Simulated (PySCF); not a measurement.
Electric field gradients and quadrupole coupling constants

Species: Ge(GeH3)H3.
Structure used (PBE0-D3(BJ)/def2-SVP), in Å, numbered top down from 1:
```
atom  x, y, z in Å
Ge1   -0.0015    0.0091   -1.2108
Ge2    0.0010   -0.0088    1.2109
H3     0.8333    1.1677    1.7536
H4     0.6084   -1.3231    1.7351
H5    -1.4363    0.1165    1.7490
H6     1.4420   -0.0130   -1.7464
H7    -0.7010    1.2760   -1.7370
H8    -0.7459   -1.2245   -1.7543
```

Field gradients from the PBE0/pcSseg-1 (pcSseg-2 on Ge) density (PySCF, non-relativistic), principal values in atomic units, ordered |Vxx| ≤ |Vyy| ≤ |Vzz|:

```json
{"atom": "Ge1", "Vxx": "-0.1087", "Vyy": "-0.1091", "Vzz": "0.2178"}
{"atom": "Ge2", "Vxx": "-0.1087", "Vyy": "-0.1091", "Vzz": "0.2178"}
```

Problem. Find the asymmetry η = (Vxx − Vyy)/Vzz and the couplings χ = eQV/h (234.96 MHz × Q in barn × V in au), with Q(73Ge) = −0.196 b.

Solution. 
```
atom                     environment  nucleus     η  χzz (MHz)  χxx (MHz)  χyy (MHz)
 Ge1  germanium bonded to Ge and 3 H     73Ge  0.00     -10.03       5.01       5.02
 Ge2  germanium bonded to Ge and 3 H     73Ge  0.00     -10.03       5.01       5.02
```

The gradient is axial or nearly so (η below 0.05) at Ge1 and Ge2. The tensor is traceless: Vxx + Vyy + Vzz = 0.

Problem. What is Vzz at Ge2 in SI units (1 au = 9.71736 × 10²¹ V/m²)?

Solution. 0.2178 au = 2.117 × 10²¹ V/m².

Isolated species at its PBE0-D3(BJ)/def2-SVP geometry, gas phase. The calculation is non-relativistic, for germanium too. These gradients aren't converged with respect to the basis.
